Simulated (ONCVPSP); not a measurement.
Ar (Z = 18), ONCV: configuration errors across variants

```
Element                 : Ar
Generator               : ONCVPSP 4.0.1
Type                    : optimised norm-conserving Vanderbilt (ONCV)
Functional              : PW91
Relativity              : non-relativistic
Frozen core             : [Ne]
Valence charge          : 8
Reference configuration : 3s2 3p6
Partial waves           : 3s: rc 1.20 bohr, ncon 3, nbas 7, qcut 6.2 1/bohr, 2 projectors, debl 1 Ha; 3p: rc 1.10 bohr, ncon 3, nbas 8, qcut 9 1/bohr, 2 projectors, debl 2.5 Ha; d scattering state at 0.09 Ha: rc 1.25 bohr, ncon 4, nbas 7, qcut 8.3 1/bohr, 1 projector
Local potential         : polynomial inside 1.05 bohr (lpopt 1, dvloc0 3 Ha)
Core correction         : none
```

All-electron excitation energies from the reference (eV): (1) 3s2 3p5 16.135; (2) 3s2 3p4 44.876; (3) 3s2 3p3 87.542; (4) 3s2 3p2 145.263.

A true bound ghost makes a file unfit for plane-wave use even where its test errors are small: the radial tests pick states by their node count and pass the ghost by.

Errors AE − PS in meV (a dash: test not solved or not reliable):

```csv
change,(1),(2),(3),(4),bound ghosts,GHOST(+) flags above zero
base,+0.6,+11,+52,+157,none,s
"s: ncon 5, nbas 9",+0.5,+11,+50,+153,none,s
d: rc 1.2,+0.6,+11,+52,+157,none,s
"all radii scaled by about 1.27 (s 1.52, p 1.40, d 1.58 bohr); local potential polynomial inside 1.32 bohr (lpopt 1, dvloc0 3 Ha)",+2.3,+18,+70,+198,none,none
"local potential polynomial inside 0.75 bohr (lpopt 5, dvloc0 0 Ha)",+0.6,+11,+52,+157,none,s
"core correction Teter function, fcfact 4, rcfact 1.5",+1.0,+12,+46,+122,none,s
p: rc 1.26,+1.7,+14,+57,+167,none,s
p: debl 0.5,+0.6,+12,+53,+159,none,s
d: nbas 9,+0.6,+11,+52,+157,none,s
```

Question: Give the same row for: s: qcut 8.9; p: qcut 12.9; d: qcut 11.9.

Answer: +1.0, +10.0, +43, +133; bound ghosts: p; GHOST(+) flags above zero: s.
